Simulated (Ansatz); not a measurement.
Gas-phase reaction in SMILES: B (BH3) → B (BH3) as doublet, charge +1 + e-

Wanted: adiabatic ionisation energy (0 K, with zero-point energies), in eV. Conventions: six Cartesian d functions in 6-31G* and its kin unless marked 5d; open shells spin-unrestricted; dispersion terms only where a functional's name holds one; non-relativistic; no spin-orbit coupling. Ab initio and DFT rows: single points at B3LYP-D3(BJ) geometries (Ansatz, a first-principles code), with unscaled harmonic terms from B3LYP/6-31G* (Ansatz) at its own minima. The spin state of an ion or metal species was assumed, not searched.

```csv
species,coefficient,"E at B3LYP/6-31G* (Ansatz), Eh","E at PBE0/def2-TZVPD (Ansatz), Eh","zero-point energy, kcal/mol"
B (BH3),-1,-26.61297,-26.56584,16.64
"B (BH3) as doublet, charge +1",+1,-26.16937,-26.12927,13.46
```

 1 Eh = 27.2114 eV and 1 eV = 23.0605 kcal/mol.

**Question.** Work the quantity out at each level.

**Answer.** 
- B3LYP/6-31G*: the sum of coefficient times E is 0.44360 Eh, or 12.071 eV; the thermal terms add -0.138. Result: 11.93 eV.
- PBE0/def2-TZVPD: the sum of coefficient times E is 0.43657 Eh, or 11.880 eV; the thermal terms add -0.138. Result: 11.74 eV.
